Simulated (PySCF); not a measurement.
CH3ISSe. Atoms are numbered in the order given.

```xyz
7

Se    -0.1318    -0.6343     1.0421
I      0.7160     1.3251    -0.3896
S     -0.7046    -2.1463    -0.3878
C     -2.3570    -1.6205    -0.9118
H     -3.0427    -1.5543    -0.0570
H     -2.7126    -2.3906    -1.6132
H     -2.2996    -0.6551    -1.4342
```
Charge 0, spin multiplicity 1.

Geometry optimised at PBE0-D3(BJ)/def2-SVP. The structure was generated by enumeration, and PubChem lists no compound with its InChIKey, so it may never have been made. The def2 effective core potentials stand for the cores of I; spin–orbit coupling is left out. The values are those of a single conformer.

The numbers are results of B3LYP/def2-TZVP in PySCF, not measurements.

Task: Estimate the frontier levels, gap, dipole moment and polarisability. (An estimate is asked for; the answer gives what the named calculation found.)

Result: 
```
Property                                                                                                         Value
---------------------------------------------------------------------------------------------  -----------------------
highest occupied level                                                                                        -6.45 eV
lowest empty level                                                                                            -2.98 eV
orbital gap                                                                                                    3.47 eV
dipole moment                                                                                                   2.16 D
quadrupole, principal values (traceless, Buckingham form, about the centre of nuclear charge)   -6.51, -0.81, 7.31 D·Å
mean static polarisability                                                                       94.8 bohr³ (14.05 Å³)
polarisability, principal values                                                               66.6, 82.0, 135.8 bohr³
```
